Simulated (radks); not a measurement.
Values are calculated unless marked as measured or tabulated.
Task: These are the eigenvalues of the occupied orbitals of an atom or ion with whole-number occupations (eV). Level of theory: scalar-relativistic Kohn-Sham, PBE, spin-unpolarised, spherical densities, point nucleus (a radial shooting solver on a logarithmic mesh with Libxc functionals).

orbital  eigenvalue
1s        -9481.659
2s        -2020.257
2p        -1923.332
6f        -180.6374

Which element is it, and in what charge state? The configuration may be excited.

Result: Z = 28, nickel, charge +21: Ni21+ in [He] 2s2 2p2 6f1. The list shows which subshells hold electrons but not how many an open one holds; the 1s level, -348.44 hartree, gives Z - s = 26.4 by -(Z - s)^2/2, which with screening and relativity narrows Z to a few neighbours, and the depths of the outer levels then fix element, charge and occupations together.
